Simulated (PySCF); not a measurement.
## Electron correlation in Cs²⁷⁺ (caesium, charge +27)

Starting occupation: [Ar] 3d10. Computed with PySCF 2.14 in an even-tempered Gaussian basis (19 s from 1.3 bohr⁻², ratio 2.6; 15 p from 1.7 bohr⁻², ratio 2.6; 10 d from 1.7 bohr⁻², ratio 2.6; 6 f from 1.8 bohr⁻², ratio 2.8), with X2C-1e with screened-nucleus spin-orbit coupling, Gaussian nucleus. Frozen: [Ar]; 10 electrons correlated; the 100 highest virtual spinors left out.

MP2 pair energies summed by pair of shells (mhartree):

```json
{"pair": "3d3/2-3d5/2", "energy": "-187.25", "share (%)": "49.8"}
{"pair": "3d5/2-3d5/2", "energy": "-132.16", "share (%)": "35.1"}
{"pair": "3d3/2-3d3/2", "energy": "-56.95", "share (%)": "15.1"}
```

Total MP2 correlation energy: -376.36 mhartree.

The virtual space was cut to 70 spinors, which keep -371.17 of the -376.36 mhartree of MP2 correlation.

```json
{"level": "CCSD", "correlation energy (mhartree)": "-365.82"}
{"level": "(T)", "correlation energy (mhartree)": "-0.36"}
{"level": "CCSD(T)", "correlation energy (mhartree)": "-366.18"}
```

Diagnostics: T1 = 9.8e-05, largest double amplitude 0.007.

Cost of the coupled-cluster step: roughly 90 core-seconds, for 10 occupied and 70 virtual spinors.

At this charge the one-electron X2C treatment keeps the bare 1/r₁₂, with no two-electron picture change or Breit term. The effect here is smaller than on the frozen 1s shell.
